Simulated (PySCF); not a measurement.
ClGeH3NSi, ClGeH4NSi, ClGeH3OSi, BGeH5N2 and others (calculated)

Calculation on a computer-drawn molecule: the log of a Hartree-Fock and frozen-core CCSD(T) single point meant for a local Hartree-Fock minimum, with one planted fault or none, to be diagnosed. Offsets are logged minus clean, where the clean run is the same molecule without the fault. The reference is restricted for singlets and unrestricted otherwise, and also for a bond in bohr or an excited solution. Adding or removing an electron swaps singlet and doublet. The excited solution moves the top pair (singlet) or top alpha electron (doublet) to the lowest empty orbital. Highest occupied and lowest empty are orbital energies over both spins, largest force is the largest gradient component, triples share is (T) over the correlation energy, the T1 limit is 0.02 restricted and 0.045 unrestricted, electrons count all cores, a negative frequency is imaginary (commonest isotopes), and the dipole is about the centre of nuclear charge; on germanium a core potential holds 10 electrons, which the energies leave out, and 3d is frozen in MP2 and coupled-cluster steps. Program: PySCF 2.14.0.

Common to all runs: meant basis and core potential on germanium cc-pVDZ-PP ECP10MDF; logged SCF converged yes; possible faults no fault, one electron removed, one electron added, multiplicity raised by two, geometry at a saddle point, SCF held on an excited solution, minimal basis STO-3G, one bond length entered in bohr, all coordinates scaled.

(1) ClGeH3NSi

Logged structure:
```xyz
7
ClGeH3NSi
Cl     2.3326    -1.6513     0.0000
Si     1.5433     0.1760     0.0000
N     -0.0082     0.5067     0.0000
Ge    -1.6495     0.0394     0.0000
H      2.5544     1.2192     0.0000
H     -2.0740    -1.4137     0.0000
H     -2.6987     1.1238     0.0000
```

- meant charge: 1
- meant multiplicity: 1
- meant basis: cc-pV(D+d)Z
- logged electrons: 72
- logged basis functions: 98
- logged spin squared: 0
- logged highest occupied: -16.096 eV
- logged lowest empty: -4.7193 eV
- logged largest force: 5.355e-05 hartree/bohr
- logged lowest frequency: -141.28 cm⁻¹
- logged T1 diagnostic: 0.015847
- logged D1 diagnostic: 0.047894
- logged triples share: 0.031781
- logged CC converged: yes
- logged dipole magnitude: 2.1881 debye
- logged SCF stable within its kind: yes
- logged energy HF: -1097.79204 hartree
- logged energy CCSD(T): -1098.30763 hartree
- planted fault: geometry at a saddle point
- HF energy offset from clean run: 3.525 kcal/mol
- CCSD(T) energy offset from clean run: 5.312 kcal/mol

Drawn bonds:
```csv
atom,other atom,order
1,2,1
2,3,2
3,4,1
2,5,1
4,6,1
4,7,1
```

(2) ClGeH4NSi

Logged structure:
```xyz
8
ClGeH4NSi
Cl    -1.1254     2.3161     1.1099
Si     0.7549     1.7152     1.0853
N      1.3070     0.4250     0.5762
Ge     1.0499    -1.1456    -0.1651
H      1.5223     2.7530     1.6533
H      1.5345    -2.1927     0.7615
H      1.8208    -1.2068    -1.4267
H     -0.3837    -1.3872    -0.4616
```

- meant charge: 0
- meant multiplicity: 1
- meant basis: cc-pV(D+d)Z
- logged electrons: 74
- logged basis functions: 103
- logged spin squared: 0
- logged highest occupied: -10.605 eV
- logged lowest empty: 2.2592 eV
- logged largest force: 0.037409 hartree/bohr
- logged T1 diagnostic: 0.014403
- logged D1 diagnostic: 0.050107
- logged triples share: 0.028882
- logged CC converged: yes
- logged dipole magnitude: 1.8502 debye
- logged SCF stable within its kind: yes
- logged energy HF: -1098.6097 hartree
- logged energy CCSD(T): -1099.15849 hartree
- planted fault: all coordinates scaled, by -3.4 %
- HF energy offset from clean run: 7.436 kcal/mol
- CCSD(T) energy offset from clean run: 11.72 kcal/mol

Drawn bonds:
```csv
atom,other atom,order
1,2,1
2,3,2
3,4,1
2,5,1
4,6,1
4,7,1
4,8,1
```

(3) ClGeH3OSi

Logged structure:
```xyz
7
ClGeH3OSi
Cl     0.8854    -1.9400    -1.0411
Si    -0.5422    -0.1045    -1.1432
O      0.2819     1.0364    -0.1066
Ge     1.8376     1.3532     1.0337
H      3.1847     1.2027     0.0940
H      1.6442     2.8926     1.5937
H      1.7976     0.2431     2.2530
```

* meant charge: 0
* meant multiplicity: 1
* meant basis: cc-pV(D+d)Z
* logged electrons: 74
* logged basis functions: 98
* logged spin squared: 0
* logged highest occupied: -10.148 eV
* logged lowest empty: 0.87975 eV
* logged largest force: 0.056611 hartree/bohr
* logged T1 diagnostic: 0.01893
* logged D1 diagnostic: 0.067209
* logged triples share: 0.03016
* logged CC converged: yes
* logged dipole magnitude: 3.0491 debye
* logged SCF stable within its kind: yes
* logged energy HF: -1118.47393 hartree
* logged energy CCSD(T): -1119.04292 hartree
* planted fault: all coordinates scaled, by +8.3 %
* HF energy offset from clean run: 25.6 kcal/mol
* CCSD(T) energy offset from clean run: 17.77 kcal/mol

Drawn bonds:
```csv
atom,other atom,order
1,2,1
2,3,1
3,4,1
4,5,1
4,6,1
4,7,1
```

(4) ClGeH3OSi

Logged structure:
```xyz
7
ClGeH3OSi
Cl     0.8176    -1.7913    -0.9613
Si    -0.5006    -0.0965    -1.0556
O      0.2603     0.9570    -0.0985
Ge     1.6968     1.2495     0.9545
H      2.9407     1.1106     0.0868
H      1.5182     2.6709     1.4716
H      1.6598     0.2245     2.0803
```

- meant charge: 0
- meant multiplicity: 1
- meant basis: cc-pV(D+d)Z
- logged electrons: 74
- logged basis functions: 98
- logged spin squared: 0
- logged highest occupied: -5.1857 eV
- logged lowest empty: -3.2934 eV
- logged largest force: 0.041334 hartree/bohr
- logged CC converged: no
- logged dipole magnitude: 1.2814 debye
- logged SCF stable within its kind: no
- logged energy HF: -1118.16902 hartree
- planted fault: SCF held on an excited solution
- HF energy offset from clean run: 216.9 kcal/mol

Drawn bonds:
```csv
atom,other atom,order
1,2,1
2,3,1
3,4,1
4,5,1
4,6,1
4,7,1
```

Notes: CCSD not converged.

(5) BGeH5N2

Logged structure:
```xyz
9
BGeH5N2
N     -0.7884     0.7617     1.6454
B     -0.0357     0.5395     0.6743
N      0.8569     0.3983    -0.3826
Ge     0.7870     1.2774    -2.0148
H     -1.5921     0.5108     2.1617
H      1.6575    -0.1792    -0.2056
H      1.0068     0.2441    -3.1204
H      1.8855     2.3396    -2.0815
H     -0.5959     1.9099    -2.1079
```

- meant charge: 0
- meant multiplicity: 1
- meant basis: cc-pVDZ
- logged electrons: 57
- logged basis functions: 90
- logged spin squared: 0.7585
- logged highest occupied: 2.6056 eV
- logged lowest empty: 8.9114 eV
- logged largest force: 0.057361 hartree/bohr
- logged T1 diagnostic: 0.022564
- logged D1 diagnostic: 0.11651
- logged triples share: 0.033206
- logged CC converged: yes
- logged dipole magnitude: 1.7374 debye
- logged SCF stable within its kind: yes
- logged energy HF: -429.80587 hartree
- logged energy CCSD(T): -430.38877 hartree
- planted fault: one electron added
- HF energy offset from clean run: 69.89 kcal/mol
- CCSD(T) energy offset from clean run: 56.59 kcal/mol

Drawn bonds:
```csv
atom,other atom,order
1,2,2
2,3,1
3,4,1
1,5,1
3,6,1
4,7,1
4,8,1
4,9,1
```

Notes: highest electron not bound in this basis.

(6) BGeH2NO

Logged structure:
```xyz
6
BGeH2NO
N     -1.6813     0.7758    -3.8405
B     -1.3572     0.3414    -2.7318
O     -1.0138    -0.1252    -1.5447
Ge    -1.9034    -0.9617    -0.1966
H     -1.9100     1.1319    -4.7267
H     -4.5845    -0.9706    -1.5627
```

* meant charge: 0
* meant multiplicity: 1
* meant basis: cc-pVDZ
* logged electrons: 54
* logged basis functions: 75
* logged spin squared: 0.902
* logged highest occupied: -7.9074 eV
* logged lowest empty: 0.033323 eV
* logged largest force: 0.0045378 hartree/bohr
* logged T1 diagnostic: 0.03974
* logged D1 diagnostic: 0.18165
* logged triples share: 0.036197
* logged CC converged: yes
* logged dipole magnitude: 2.29 debye
* logged SCF stable within its kind: yes
* logged energy HF: -448.51892 hartree
* logged energy CCSD(T): -449.0387 hartree
* planted fault: one bond length entered in bohr, row 5 of the drawn bonds
* HF energy offset from clean run: 47.59 kcal/mol
* CCSD(T) energy offset from clean run: 58.22 kcal/mol

Drawn bonds:
```csv
atom,other atom,order
1,2,2
2,3,1
3,4,1
1,5,1
4,6,1
```

(7) BGeH6NSi

Logged structure:
```xyz
10
BGeH6NSi
N     -2.3328    -1.4249    -1.3368
B     -1.7449    -1.2772    -0.2680
Si    -0.7633    -1.0046     1.4596
Ge     0.8131     0.8035     1.2577
H     -2.8085    -1.5492    -2.1910
H     -1.7442    -0.6982     2.5265
H     -0.0504    -2.2549     1.8097
H      1.8416     0.4932     0.1653
H      1.5526     1.0065     2.5852
H      0.0879     2.1039     0.8961
```

- meant charge: 0
- meant multiplicity: 1
- meant basis: cc-pV(D+d)Z
- logged electrons: 64
- logged basis functions: 104
- logged spin squared: 0
- logged highest occupied: -2.6145 eV
- logged lowest empty: -5.429 eV
- logged largest force: 0.13976 hartree/bohr
- logged CC converged: no
- logged dipole magnitude: 2.5446 debye
- logged SCF stable within its kind: no
- logged energy HF: -664.34445 hartree
- planted fault: SCF held on an excited solution
- HF energy offset from clean run: 380.7 kcal/mol

Drawn bonds:
```csv
atom,other atom,order
1,2,2
2,3,1
3,4,1
1,5,1
3,6,1
3,7,1
4,8,1
4,9,1
4,10,1
```

Notes: CCSD not converged.

(8) BGeH5NSi

Logged structure:
```xyz
9
BGeH5NSi
N      1.0693     2.3263     1.0801
B      0.9598     1.1428     0.7646
Si     0.7413    -0.7546     0.1985
Ge    -1.2096    -1.8426     1.0799
H      1.1644     3.2727     1.3378
H      1.9876    -1.5212     0.4294
H     -1.1353    -1.9780     2.6049
H     -1.3282    -3.2410     0.4662
H     -2.4532    -1.0282     0.7143
```

* meant charge: 0
* meant multiplicity: 2
* meant basis: cc-pV(D+d)Z
* logged electrons: 64
* logged basis functions: 99
* logged spin squared: 0
* logged highest occupied: -1.2179 eV
* logged lowest empty: 7.9394 eV
* logged largest force: 0.039991 hartree/bohr
* logged T1 diagnostic: 0.015433
* logged D1 diagnostic: 0.039897
* logged triples share: 0.034699
* logged CC converged: yes
* logged dipole magnitude: 4.0244 debye
* logged SCF stable within its kind: yes
* logged energy HF: -664.34444 hartree
* logged energy CCSD(T): -664.86125 hartree
* planted fault: one electron added
* HF energy offset from clean run: -4.115 kcal/mol
* CCSD(T) energy offset from clean run: -21.65 kcal/mol

Drawn bonds:
```csv
atom,other atom,order
1,2,2
2,3,1
3,4,1
1,5,1
3,6,1
4,7,1
4,8,1
4,9,1
```

(9) BGeH4N2

Logged structure:
```xyz
8
BGeH4N2
N     -1.4273     0.4430     2.2837
B     -0.5146     1.1596     1.9301
Ge     0.9942     2.3557     1.3469
N      2.3662     1.6469     0.5706
H     -2.1752    -0.1407     2.5740
H      1.0568     3.8498     1.5207
H      2.4550     0.6612     0.3912
H      3.1553     2.1841     0.2532
```

- meant charge: 1
- meant multiplicity: 1
- meant basis: cc-pVDZ
- logged electrons: 54
- logged basis functions: 85
- logged spin squared: 2.0191
- logged highest occupied: -11.894 eV
- logged lowest empty: -6.5123 eV
- logged largest force: 0.16571 hartree/bohr
- logged T1 diagnostic: 0.033755
- logged D1 diagnostic: 0.1959
- logged triples share: 0.031042
- logged CC converged: yes
- logged dipole magnitude: 4.8612 debye
- logged SCF stable within its kind: yes
- logged energy HF: -428.94339 hartree
- logged energy CCSD(T): -429.43611 hartree
- planted fault: multiplicity raised by two
- HF energy offset from clean run: 70.83 kcal/mol
- CCSD(T) energy offset from clean run: 102.4 kcal/mol

Drawn bonds:
```csv
atom,other atom,order
1,2,2
2,3,1
3,4,1
1,5,1
3,6,1
4,7,1
4,8,1
```

(10) BGeH4N2

Logged structure:
```xyz
8
BGeH4N2
N     -1.4273     0.4430     2.2837
B     -0.5146     1.1596     1.9301
Ge     0.9942     2.3557     1.3469
N      2.3662     1.6469     0.5706
H     -2.8407    -0.6600     2.8324
H      1.0568     3.8498     1.5207
H      2.4550     0.6612     0.3912
H      3.1553     2.1841     0.2532
```

* meant charge: 1
* meant multiplicity: 1
* meant basis: cc-pVDZ
* logged electrons: 54
* logged basis functions: 85
* logged spin squared: 0.8489
* logged highest occupied: -15.445 eV
* logged lowest empty: -4.7805 eV
* logged largest force: 0.066867 hartree/bohr
* logged T1 diagnostic: 0.073582
* logged D1 diagnostic: 0.29962
* logged triples share: 0.041404
* logged CC converged: yes
* logged dipole magnitude: 0.83243 debye
* logged SCF stable within its kind: yes
* logged energy HF: -428.88106 hartree
* logged energy CCSD(T): -429.43174 hartree
* planted fault: one bond length entered in bohr, row 4 of the drawn bonds
* HF energy offset from clean run: 110 kcal/mol
* CCSD(T) energy offset from clean run: 105.1 kcal/mol

Drawn bonds:
```csv
atom,other atom,order
1,2,2
2,3,1
3,4,1
1,5,1
3,6,1
4,7,1
4,8,1
```

Notes: T1 above single-reference limit.
